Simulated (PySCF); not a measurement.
Method: PBE0-D3(BJ)/def2-TZVP // PBE0-D3(BJ)/def2-SVP (PySCF 2.14.0). Gas-phase values, no solvent. One relaxed conformer stands for a flexible species; it need not be the lowest. Delta-SCF ions had no search for a lower state. 

Reference species (SMILES): `c1c(C(F)=C)ccc(c1)[SiH3]` (F–C–C–C torsion 5°) (neutral, multiplicity 1).

| Quantity | Value |
|---|---|
| HOMO–LUMO gap | 5.28 eV |
| LUMO | -1.57 eV |
| vertical ionisation energy (Delta-SCF) | 8.44 eV |

Changed species: `c1cc([SiH3])cc(c1)C(F)=C` (F–C–C–C torsion 179°).

Question: Give the shifts of the HOMO–LUMO gap, LUMO and vertical ionisation energy (Delta-SCF).

Answer: the HOMO–LUMO gap rises by 0.14 eV, to 5.42 eV; the LUMO goes up by 0.15 eV, to -1.42 eV; the vertical ionisation energy (Delta-SCF) rises by 0.03 eV, to 8.47 eV.
